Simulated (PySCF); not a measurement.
Cl4Zr, SMILES [Cl][Zr]([Cl])([Cl])[Cl] (connectivity only; charge and spin as stated), charge -1, multiplicity 2.

The structure is a stationary point at PBE-D3(BJ)/def2-SVPD. A frequency run showed that this geometry is not a minimum. The spin state was assumed, not searched. The isomer is the one that the SMILES or the coordinates give; other isomers of the formula were not compared. The def2 effective core potentials stand for the cores of Zr; spin–orbit coupling is left out.

Calculation: PBE/def2-SVPD (PySCF).

 A positive occupied level means that this level leaves the electron formally unbound; only the finite basis holds it.

Question: Estimate the frontier levels, dipole moment and polarisability. (Estimate from the structure and the level; the computed values follow.)

Answer: 
The α spin, highest occupied and lowest empty level is 1.02 and 1.22 eV and the β spin, highest occupied and lowest empty level is -3.52 and 1.63 eV. The dipole moment about the centre of nuclear charge is 0.00 D and the mean static polarisability comes out as 121.0 bohr³ (17.93 Å³). The polarisability, principal values is 118.5, 122.3, 122.3 bohr³. The ⟨S²⟩ is 0.753 (pure state 0.75).
